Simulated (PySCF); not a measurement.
# Löwdin shares of the frontier orbitals

Compound: (S)-tert-butyl(4-chlorophenyl)(methyl)phosphine borane, C11H19BClP.
SMILES with atom numbers: `[BH3-:1][P@@+:2]([CH3:3])([c:4]1[cH:5][cH:6][c:7]([Cl:8])[cH:9][cH:10]1)[C:11]([CH3:12])([CH3:13])[CH3:14]` (hydrogens: H15, H16, H17 on B1; H18, H19, H20 on C3; H21 on C5; H22 on C6; H23 on C9; H24 on C10; H25, H26, H27 on C12; H28, H29, H30 on C13; H31, H32, H33 on C14)

Geometry (PBE0-D3(BJ)/def2-SVP, Å), atoms numbered from 1 in this order:
```
atom  x, y, z in Å
B1    -1.6233   -3.8106   -1.8593
P2    -1.5495   -2.4864   -0.4763
C3    -1.8048   -3.2425    1.1607
C4     0.0737   -1.6655   -0.3763
C5     0.5849   -1.1247    0.8105
C6     1.8260   -0.4959    0.8325
C7     2.5649   -0.4045   -0.3469
Cl8    4.1067    0.3778   -0.3258
C9     2.0802   -0.9438   -1.5378
C10    0.8405   -1.5756   -1.5453
C11   -2.8041   -1.1018   -0.6307
C12   -2.6960   -0.1054    0.5209
C13   -2.5351   -0.3930   -1.9598
C14   -4.1944   -1.7419   -0.6540
H15   -0.7055   -4.5702   -1.5737
H16   -1.4681   -3.2475   -2.9342
H17   -2.7261   -4.3284   -1.7395
H18   -0.9789   -3.9458    1.3370
H19   -1.8491   -2.5129    1.9802
H20   -2.7414   -3.8160    1.1317
H21    0.0177   -1.1936    1.7412
H22    2.2268   -0.0770    1.7568
H23    2.6788   -0.8751   -2.4473
H24    0.4631   -2.0225   -2.4681
H25   -3.4345    0.6999    0.3753
H26   -2.9104   -0.5687    1.4962
H27   -1.7020    0.3638    0.5666
H28   -1.5480    0.0943   -1.9679
H29   -3.2960    0.3886   -2.1173
H30   -2.5817   -1.0930   -2.8065
H31   -4.2876   -2.4753   -1.4674
H32   -4.9533   -0.9575   -0.8077
H33   -4.4323   -2.2481    0.2944
```

Level of theory: PySCF 2.14.0, density-fitted response routines, TDDFT wB97X-D/def2-SVPD, vertical, gas phase, core orbitals frozen in the response.

Frontier orbitals with the atoms that hold most of them (Löwdin shares over 4%, at most four atoms; ? is withheld):

| orbital | ε (eV) | atoms |
| --- | --- | --- |
| HOMO-3 | -9.99 | B1 38%, H16 29%, H17 9%, P2 7% |
| HOMO-2 | -9.86 | C9 15%, B1 14%, C5 10%, P2 10% |
| HOMO-1 | -9.76 | ? |
| HOMO | -9.15 | Cl8 19%, C4 16%, C7 16%, C6 8% |
| LUMO | ? | ? |
| LUMO+1 | 0.75 | C6 20%, C10 19%, C5 16%, C9 16% |
| LUMO+2 | 1.81 | Cl8 8%, C3 8%, H21 8%, C12 7% |

Task: Give the leading atoms of the LUMO.

Result: C7 (bonded to 2 C and Cl) 20%; C4 (bonded to 2 C and P) 20%; C5 (bonded to 2 C and H) 13%; C9 (bonded to 2 C and H) 10%.

Task: Give the leading atoms of the HOMO-1.

Result: B1 (bonded to P and 3 H) 19%; H15 (bonded to B) 15%; C6 (bonded to 2 C and H) 12%; C10 (bonded to 2 C and H) 10%. By element: carbon 21% or more, boron 19%, hydrogen 15% or more.

Task: What is the LUMO energy, and the HOMO–LUMO gap?

Result: ε(LUMO) = 0.40 eV; the gap is 9.55 eV (0.3509 hartree).

Task: The HOMO–LUMO gap is 9.55 eV. Where does the response calculation put the lowest singlet, and from which orbitals?

Result: S1 is at 5.24 eV (f = 0.0032), 4.31 eV below the gap, made of HOMO→LUMO+1 (50%), HOMO-1→LUMO (21%), HOMO-2→LUMO (18%). Its leading pair isn't HOMO and LUMO; the energies of that pair differ by 9.90 eV. Without the coupling terms of the response equations the lowest excitation would equal the gap.

Next come S2 at 5.67 eV (f 0.290), HOMO→LUMO (83%); S3 at 6.48 eV (f 0.033), HOMO-2→LUMO (35%), HOMO-4→LUMO (25%), HOMO-1→LUMO (17%); S4 at 6.58 eV (f 0.211), HOMO→LUMO+1 (42%), HOMO-1→LUMO (34%), HOMO-2→LUMO (20%); S5 at 6.80 eV (f 0.173), HOMO-4→LUMO (43%), HOMO-1→LUMO (13%), HOMO-3→LUMO (10%).

On one thread of an Arm Neoverse V1, no GPU, on a shared host, this took 9.8 min of wall time and 3.2 GiB of memory at its peak.

One conformer stands for the species.
